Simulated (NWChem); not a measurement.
Molecule: CH$_{9}$NSi$_{2}$; SMILES [SiH3]N([SiH3])C

Program: NWChem. Geometry: optimised at B3LYP/6-31G* (spherical d). Level M06-L/def2-SVP: energy and gradient on several grids; changes count from the extra-fine grid, which is no exact limit either.

```csv
grid,size of the energy change (μHa),largest change of a gradient component (μHa/bohr)
xcoarse,10000,5000
coarse,400,600
medium,100,300
fine,30,70
xfine,< 10,< 30
```
